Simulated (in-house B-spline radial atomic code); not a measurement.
Ionisation energies along the 15-electron series, configuration [Ne] 3s2 3p3, as differences of self-consistent energies. NIST's values go from ground level to ground level; the uncertainty of those that are theory runs from under 0.1 % in few-electron ions to several per cent in heavy many-electron ones. Computed with an all-electron radial atomic-structure program (B-spline basis): non-relativistic Hartree-Fock, average of the configuration, point nuclei.

This level leaves out relativity, spin-orbit splitting included, which matters for heavy ions.

| ion | configuration after | ionisation energy (eV) | IE/(q+1)² (eV) | -ε less Coulomb ΔSCF (eV) | tabulated value (eV) | tabulated kind | computed minus tabulated (eV) |
| --- | --- | --- | --- | --- | --- | --- | --- |
| P | [Ne] 3s2 3p2 | 8.8 | 8.8442 | 0.69518 | 10.48669 | measured | -1.6 |
| S+ | [Ne] 3s2 3p2 | 21.3 | 5.3351 | 0.64325 | 23.33788 | measured | -2.0 |
| Cl2+ | [Ne] 3s2 3p2 | 37.3 | 4.1433 | 0.6164 | 39.8 | semi-empirical | -2.5 |
| Ar3+ | [Ne] 3s2 3p2 | 56.5 | 3.5334 | 0.60082 | 59.58 | semi-empirical | -3.0 |
| K4+ | [Ne] 3s2 3p2 | 79.0 | 3.1596 | 0.59144 | 82.66 | semi-empirical | -3.7 |
| Ca5+ | [Ne] 3s2 3p2 | 104.6 | 2.9057 | 0.58577 | 108.78 | semi-empirical | -4.2 |
| Sc6+ | [Ne] 3s2 3p2 | 133.3 | 2.7214 | 0.58244 | 137.99 | semi-empirical | -4.6 |
| Ti7+ | [Ne] 3s2 3p2 | 165.2 | 2.5811 | 0.58064 | 170.5 | semi-empirical | -5.3 |
| V8+ | [Ne] 3s2 3p2 | 200.1 | 2.4707 | 0.57985 | 206 | semi-empirical | -5.9 |
| Cr9+ | [Ne] 3s2 3p2 | 238.1 | 2.3813 | 0.57974 | 244.5 | semi-empirical | -6.4 |
| Mn10+ | [Ne] 3s2 3p2 | 279.2 | 2.3075 | 0.5801 | 286.1 | semi-empirical | -6.9 |
| Fe11+ | [Ne] 3s2 3p2 | 323.3 | 2.2454 | 0.58078 | 330.8 | semi-empirical | -7.5 |
| Co12+ | [Ne] 3s2 3p2 | ? | ? | ? | ? | semi-empirical | ? |
| Ni13+ | [Ne] 3s2 3p2 | ? | ? | ? | ? | semi-empirical | ? |
| Cu14+ | [Ne] 3s2 3p2 | 474.0 | 2.1068 | 0.58381 | 483.1 | semi-empirical | -9.1 |
| Zn15+ | [Ne] 3s2 3p2 | 530.3 | 2.0717 | 0.58499 | 540 | semi-empirical | -9.7 |
| Ga16+ | [Ne] 3s2 3p2 | 589.7 | 2.0405 | 0.58619 | 599.8 | semi-empirical | -10.1 |
| Ge17+ | [Ne] 3s2 3p2 | ? | ? | ? | ? | semi-empirical | ? |
| As18+ | [Ne] 3s2 3p2 | 717.5 | 1.9876 | 0.58861 | 728.9 | semi-empirical | -11.4 |
| Se19+ | [Ne] 3s2 3p2 | 786.0 | 1.965 | 0.5898 | 798 | semi-empirical | -12.0 |

Q: Fill in the row of Co12+.

A: ionisation energy (eV): 370.5; IE/(q+1)² (eV): 2.1924; -ε less Coulomb ΔSCF (eV): 0.58167; tabulated value (eV): 378.5; computed minus tabulated (eV): -8.0.

Q: Fill in the row of Ni13+.

A: ionisation energy (eV): 420.7; IE/(q+1)² (eV): 2.1467; -ε less Coulomb ΔSCF (eV): 0.58269; tabulated value (eV): 429.3; computed minus tabulated (eV): -8.6.

Q: Fill in the row of Ge17+.

A: ionisation energy (eV): 652.1; IE/(q+1)² (eV): 2.0127; -ε less Coulomb ΔSCF (eV): 0.5874; tabulated value (eV): 662.8; computed minus tabulated (eV): -10.7.

Q: How far is this level of theory from the measured and semi-empirical values?

A: Over those 20 rows the differences run from -12 to -1.64 eV (mean absolute value 6.7 eV). The calculation leaves out relativity, correlation and, in open shells, the multiplet splittings that an average leaves out.
